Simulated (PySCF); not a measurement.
**C₆ coefficients of unlike pairs at UHF**

Calculated with PySCF 2.14 from the dipole response of each species, C₆(A,B) = (3/π) ∫ α_A(iu) α_B(iu) du, in atomic units, from isotropic polarisabilities. For ions this is the dispersion term alone; charge-induced terms of lower order in 1/R come first.

```tsv
species	configuration	basis	relativity	α (bohr³)	C₆ (like pair)
Cs+	[Xe] (1S)	aug-cc-pVQZ-X2C (10s9p7d4f2g)	spin-free X2C	15.46	131.0
C(3+)	[He] 2s1 (2S)	aug-cc-pVTZ-DK (5s4p3d2f)	spin-free X2C	3.468	2.880
S-	[Ne] 3s2 3p5 (2P)	aug-cc-pV(T+d)Z with one added diffuse shell each of s, p, d, f type (7s6p5d3f)	none	50.74	490.5
Ag	[Kr] 4d10 5s1 (2S)	aug-cc-pwCVTZ-PP with ECP28MDF (8s8p7d4f3g)	core potential	82.94	683.7
```

**Question.** Estimate C₆ for C(3+) with Cs+.

**Answer.** The integral gives 18.09. The combination rule 2 C_A C_B / (C_A α_B/α_A + C_B α_A/α_B) gives 17.87 and the geometric mean 19.42.

No spin-orbit coupling is included.

The other pairs:

```json
{"pair": "Ag, Cs+", "C₆": "244.3"}
{"pair": "S-, C(3+)", "C₆": "37.48"}
{"pair": "S-, Cs+", "C₆": "231.4"}
{"pair": "Ag, C(3+)", "C₆": "41.88"}
{"pair": "Ag, S-", "C₆": "557.7"}
```
